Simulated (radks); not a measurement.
Problem. Radial electron density D(r) = 4 pi r^2 rho(r) of an atom or ion with 23 electrons. Calculated with a radial shooting solver on a logarithmic mesh with Libxc functionals: non-relativistic Kohn-Sham, TPSS, spin-polarised, spherical densities, point nucleus; meta-GGA in the generalised Kohn-Sham scheme.

r (bohr)  D(r) (e/bohr)  spin D(r)
0.004173          7.467  -0.000475
0.005348          11.14  -0.000706
0.006798          15.99   -0.00101
0.008711          22.46   -0.00141
0.01107           29.94   -0.00185
0.01419           38.21   -0.00228
0.01819           45.58   -0.00246
0.02312           50.05   -0.00186
0.02963           50.48    0.00126
0.03766           47.28     0.0120
0.04826           43.64     0.0487
0.06185           44.74      0.164
0.07862           52.18      0.478
0.1007            60.82       1.29
0.1281            60.30       2.94
0.1641            47.68       5.90
0.2103            34.47       9.91
0.2674            33.18       13.3
0.3426            37.59       13.7
0.4356            32.18       10.2
0.5582            16.95       5.05
0.7153            4.898       1.50
0.9093           0.7493      0.255
1.165           0.04565     0.0186
1.481          0.001085   0.000550

What is the nuclear charge?

Solution. Z = 41. The innermost maximum, from 1s, lies near 1/Z = 0.0244 bohr (found: 0.0267), and its height grows with Z. The density is that of the niobium ion Nb18+ in [Ar] 3d5; the configuration itself is not fixed sharply by these data, and Z only to a few units. D(r) has 3 maxima, at r = 0.0267, 0.113, 0.351 bohr, and minima at 0.0527, 0.241 bohr, inside which lie 2.05, 11.03 electrons.
